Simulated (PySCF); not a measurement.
PySCF job for C₅H₇O, SMILES O=C1C[CH]CC1, multiplicity 2, B3LYP/pcH-1. The structure is a stationary point at B3LYP-D3(BJ)/def2-SVP. The isomer is the one that the SMILES or the coordinates give; other isomers of the formula were not compared. Other conformers were not sampled.

```python
import numpy as np
from pyscf import gto, scf, dft
from pyscf.prop.hfc import uks as hfc

mol = gto.M(
    atom='''
    O     0.83915803    1.84902353    0.51266469
    C     0.38230204    0.78961847    0.16742718
    C     1.15049037   -0.53884427    0.11262476
    C     0.11447060   -1.56026588   -0.20499095
    C    -1.26985958   -0.97847009   -0.24387977
    C    -1.05699573    0.54508553   -0.29593294
    H     1.67680767   -0.69382042    1.07650751
    H     1.96002645   -0.45830566   -0.64149551
    H     0.31824460   -2.62863285   -0.29601392
    H    -1.84328575   -1.26045127    0.66439028
    H    -1.86496917   -1.35946087   -1.09229023
    H    -1.12426410    0.92575839   -1.33062981
    H    -1.75827015    1.13998169    0.30672457
    ''',
    basis='pcH-1',
    charge=0,
    spin=1,
    max_memory=1600,
    verbose=3,
)
mf = dft.UKS(mol, xc='b3lyp').density_fit(auxbasis='def2-universal-jkfit')
mf.grids.level = 3
mf.conv_tol = 1e-10
mf.max_cycle = 100
mf.kernel()
fine, coarse = mf.grids, dft.Grids(mol).set(level=1).build(with_non0tab=True)
for _ in range(3):  # follow internal instabilities
    mf.grids = coarse
    mo, _, stable, _ = mf.stability(return_status=True, nroots=4)
    mf.grids = fine
    if stable:
        break
    mf.kernel(mf.make_rdm1(mo, mf.mo_occ))
A = hfc.HFC(mf).make_fcdip(mf.make_rdm1())  # Fermi contact and dipolar terms, MHz
print('atom   A(iso)/MHz   principal dipolar parts/MHz')
for i, a in enumerate(A):
    w = np.linalg.eigvalsh((a + a.T) / 2)
    print(f'{mol.atom_symbol(i):2s}{i + 1:3d} {w.mean():12.2f}', (w - w.mean()).round(2))
```

Program output:

```

WARN: HOMO -0.172538492101612 >= LUMO -0.172538492101605

converged SCF energy = -269.929644358782  <S^2> = 0.75424752  2S+1 = 2.004243
<class 'pyscf.df.df_jk.DFUKS'> wavefunction is stable in the internal stability analysis
atom   A(iso)/MHz   principal dipolar parts/MHz
O   1         0.48 [-0.77 -0.3   1.07]
C   2         0.22 [-1.14 -0.61  1.74]
C   3       -36.98 [-2.34  0.24  2.1 ]
C   4        96.00 [-81.17 -81.04 162.22]
C   5       -33.90 [-2.01  0.3   1.71]
C   6         4.98 [-1.14 -0.77  1.91]
H   7       126.17 [-4.83 -3.31  8.13]
H   8       120.40 [-4.85 -4.05  8.9 ]
H   9       -63.70 [-37.19  -1.2   38.38]
H  10       141.15 [-5.22 -3.25  8.47]
H  11        80.40 [-4.54 -4.28  8.82]
H  12        -2.90 [-2.58 -2.2   4.78]
H  13        -2.23 [-1.91 -1.55  3.46]
```

Self-consistency was reached.
